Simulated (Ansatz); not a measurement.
Ansatz results at the PBE0-D4/def2-TZVP geometry: HOMO energy (ωB97M-V/def2-TZVPP) -11.44 eV; HOMO–LUMO gap (B3LYP/def2-TZVPP) 7.08 eV; HOMO–LUMO gap (PBE0/def2-TZVPP) 7.71 eV.

Each molecule was computed in one conformer, which needn't be the lowest.

(1) Which molecule gave them?
A. `[OH][SnH]([OH])[Cl]`
B. `C#[C][SnH2][C]#C`
C. `N#[C][SnH2][C]#N`
D. `C[S][SnH]([Cl])[Cl]`

Results:

(1) A. The others give `N#[C][SnH2][C]#N`: -12.31, 8.32, 8.81; `C[S][SnH]([Cl])[Cl]`: -9.71, 5.18, 5.72; `C#[C][SnH2][C]#C`: -10.35, 7.50, 7.96.

B3LYP here is the variant with VWN-RPA as its local correlation; programs differ in this.
